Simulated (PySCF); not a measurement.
**Distorted geometries of [Ce(NH3)]3+**

[Ce(NH3)]3+ (singlet in the valence; each metal's 4f electrons, 1 of them, lie in its core potential, out of spins and levels). PySCF 2.14.0, RKS PBE0, Ce lcecp-1-SVP with ECP47, N def2-SVP, H def2-SVP; non-relativistic Hamiltonian with scalar-relativistic core potentials where named; density fitting; no spin-orbit coupling. Relaxed geometry:

```xyz
5

Ce    0.0000    0.0000   -0.2030
N     0.0000    0.0000    2.2511
H     0.9398    0.0000    2.7077
H    -0.4700    0.8139    2.7077
H    -0.4699   -0.8139    2.7077
```

Q: Order these distorted geometries by energy above the relaxed one, lowest first.
A.
```xyz
5

Ce    0.0613   -0.0215   -0.1244
N    -0.0610   -0.0802    2.4073
H     0.9815    0.0051    2.7694
H    -0.5062    0.9254    2.5681
H    -0.4755   -0.8288    2.5507
```
B.
```xyz
5

Ce    0.0159   -0.0137   -0.1801
N     0.0112   -0.0314    2.1199
H     0.8001    0.0336    2.6718
H    -0.3964    0.8724    2.6906
H    -0.4309   -0.8609    2.8689
```
C.
```xyz
5

Ce    0.0720   -0.0629   -0.2436
N     0.0305    0.0689    2.2266
H     0.9486   -0.0393    2.7964
H    -0.5177    0.8113    2.6526
H    -0.5333   -0.7780    2.7391
```

A: C (0.26 eV), B (0.95 eV), A (1.61 eV).

Q: Which forces (eV/Å) act in the one that lies 1.61 eV up?

A: 
```
Ce   0.04 -0.13 -0.04
N    8.02 13.37 -4.46
H   -2.42 -0.66  0.08
H    0.32 -2.81  0.88
H   -5.97 -9.76  3.54
```
Forces carry noise of the integration grid, about 0.01 to 0.03 eV/Å.

An lcecp potential fixes the number of 4f electrons, so in runs with it no electron can move into or out of that shell.
